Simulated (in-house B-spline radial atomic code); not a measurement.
Atomic self-consistent-field run: the arsenic ion As⁺. Level of theory: Dirac-Hartree-Fock, average of configuration, Fermi nucleus of rms radius 4.0968 fm, inside a hard spherical wall at 2.64 bohr; calculated with an all-electron radial atomic-structure program (B-spline basis).

Command:
```bash
python run_scf.py task.json out
```
Settings (nuclear radius in fm, mass in u):
```
Z                33
configuration    [Ar] 3d9 4s2 4p2 4f1
hamiltonian      dirac
method           hf
spin_polarised   False
nucleus          fermi
rms_radius       4.0968
atomic_mass      74.92159
speed_of_light   137.035999084
wall_radius      2.64
```

Output (hartree, bohr):
```
 radial grid: 60 intervals, B-splines of order 8, outer radius 2.64 bohr

 iter        energy (Eh)    residual
    1      -2252.9337628    4.46e-01
    2      -2253.3969103    9.10e-02
    3      -2253.5599306    1.70e-02
    4      -2253.5647633    6.30e-03
    5      -2253.5649062    1.70e-03
    6      -2253.5649568    4.91e-04
    7      -2253.5649612    3.15e-05
    8      -2253.5649612    9.25e-07
    9      -2253.5649612    6.08e-08

 total energy                    -2253.564961
 kinetic                           2318.49924
 electron-nucleus                 -5451.93906
 electron-electron                  879.87486

 first-order corrections (not in the total)
   Gaunt                            1.16857
   retardation                     -0.10983
   frequency dependence            -0.00455
   self-energy                      0.78186
   Uehling                         -0.07618
   Wichmann-Kroll                   0.00073

 orbital      occ     eigenvalue          <r>       <r^2>       <1/r>     <1/r^2>       r_max    small
 1s1/2      2.000     -439.44184    0.0454787  0.00278445     33.4722      2320.6     0.02974  1.43e-02
 2s1/2      2.000      -58.11950     0.201761   0.0480746     7.44649     238.797      0.1697  2.81e-03
 2p1/2      2.000      -51.71681     0.174627    0.037437     7.37499     77.0451      0.1344  2.77e-03
 2p3/2      4.000      -50.36022     0.178261   0.0388842     7.16406     70.1288      0.1374  2.71e-03
 3s1/2      2.000       -8.50867     0.590929    0.401523     2.41627     38.2714      0.5188  6.59e-04
 3p1/2      2.000       -6.26949     0.604255    0.428083     2.28386     11.9145      0.5143  6.04e-04
 3p3/2      4.000       -6.07085     0.613931    0.441771     2.23568     10.8862      0.5222  5.90e-04
 3d3/2      3.600       -2.31969     0.649637    0.522285     1.95829      5.0389      0.4738  4.72e-04
 3d5/2      5.400       -2.28988      0.65368    0.528654     1.94517     4.96372      0.4765  4.67e-04
 4s1/2      2.000       -0.54261      1.47973      2.3841     0.87096      5.9029       1.463  1.41e-04
 4p1/2      0.667       -0.00994      1.52687     2.53903     0.84429      2.1237       1.553  1.44e-04
 4p3/2      1.333        0.02187      1.53301     2.55952    0.840572     2.00803       1.565  1.45e-04
 4f5/2      0.429        1.92607      1.66203     2.91373    0.644819    0.456752       1.734  1.01e-04
 4f7/2      0.571        1.92547      1.66201     2.91366    0.644816     0.45672       1.734  1.01e-04
```

Run time, properties included: 0.63 s on 1 thread of Arm Neoverse V2, on a shared host.

For the Dirac Hamiltonian the kinetic term is c α·p + (β - 1)c².
